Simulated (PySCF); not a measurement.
## Steps of a relaxation of [Eu(SH)3(NH3)]−

[Eu(SH)3(NH3)]− (singlet in the valence; each metal's 4f electrons, 7 of them, lie in its core potential, out of spins and levels). PySCF 2.14.0, RKS PBE0, Eu lcecp-0-SVP with ECP53, S def2-SVP, H def2-SVP, N def2-SVP; non-relativistic Hamiltonian with scalar-relativistic core potentials where named; density fitting; no spin-orbit coupling. Origin of the start: template. Columns: position (Å) and force (eV/Å). Energies are counted from the last step; some of the 56 steps are shown. Forces carry noise of the integration grid, about 0.01 to 0.03 eV/Å.

Run from Python with OMP_NUM_THREADS=2. Where DIIS fails, smearing, a level shift and second-order steps follow.
It took 6.6 min on 2 threads of AMD EPYC 7B13 (Zen 3), on a shared host, from the converged density of the start.

```xyz
11
step 0  E = 0.438 eV
Eu   -0.1021    0.1081   -0.1100     0.56   -0.59    0.61
S     1.5680    1.7782    1.5600    -0.27    0.46   -0.25
H     2.2893    0.9073    2.2814     0.04   -0.26    0.04
S    -1.7722   -1.5620    1.5600     0.01   -0.17   -0.37
H    -2.4935   -0.6911    2.2814    -0.08    0.26    0.17
S     1.5680   -1.5620   -1.7801     0.01    0.38   -0.19
H     1.2278   -2.8140   -1.4400    -0.18   -0.21    0.10
N    -1.6638    1.6698   -1.6718    -0.14    0.22   -0.15
H    -2.2770    2.2830   -1.1347    -0.02    0.00    0.06
H    -1.1268    2.2830   -2.2849     0.06    0.01   -0.03
H    -2.2770    1.1328   -2.2849     0.01   -0.10    0.01
```

```xyz
11
step 18  E = 0.045 eV
Eu    0.1055   -0.2415    0.1943     0.01    0.03   -0.03
S     1.0941    2.1706    1.4595     0.06   -0.03    0.05
H     2.1294    1.6398    2.1562    -0.06    0.03   -0.06
S    -2.2339   -1.5631    1.2243    -0.02    0.01    0.04
H    -2.3178   -0.6476    2.2210    -0.01   -0.02   -0.02
S     1.4523   -1.5233   -2.0038    -0.04   -0.07    0.00
H     0.5714   -2.5561   -1.9977     0.05    0.05    0.00
N    -1.3151    1.3990   -1.3983    -0.02    0.04   -0.03
H    -1.8154    2.1219   -0.8814     0.03   -0.03    0.01
H    -0.7200    1.8695   -2.0801     0.00   -0.03    0.03
H    -2.0097    0.8633   -1.9177     0.01    0.00    0.01
```

```xyz
11
step 37  E = 0.027 eV
Eu   -0.0861   -0.3503    0.2427    -0.06    0.02    0.05
S     0.8575    2.0990    1.4504    -0.03    0.01    0.04
H     2.1519    1.7113    1.4166     0.05    0.01   -0.02
S    -2.3927   -1.7041    1.3368     0.01   -0.01    0.00
H    -2.4769   -0.8365    2.3734     0.00    0.00   -0.01
S     1.6108   -1.5058   -1.7691     0.02   -0.02   -0.03
H     0.7660   -2.5282   -2.0421     0.00   -0.01    0.01
N    -1.2985    1.4417   -1.3576     0.07   -0.04    0.04
H    -1.5939    2.2166   -0.7663     0.00    0.03    0.02
H    -0.5304    1.7870   -1.9310     0.03    0.03   -0.03
H    -2.0670    1.2020   -1.9775    -0.08   -0.03   -0.05
```

Question: Where does the relaxation end?

Answer: It stopped unconverged at step 55:
```xyz
11
step 55  E = 0
Eu   -0.0904   -0.3964    0.3353
S     0.7558    2.0311    1.6719
H     1.9615    2.0115    1.0478
S    -2.4154   -1.7807    1.3212
H    -2.6063   -0.9330    2.3617
S     1.5610   -1.4671   -1.7893
H     0.6891   -2.4641   -2.0812
N    -1.1726    1.4107   -1.3302
H    -1.1640    2.2407   -0.7261
H    -0.4847    1.5542   -2.0707
H    -2.0932    1.3257   -1.7643
```
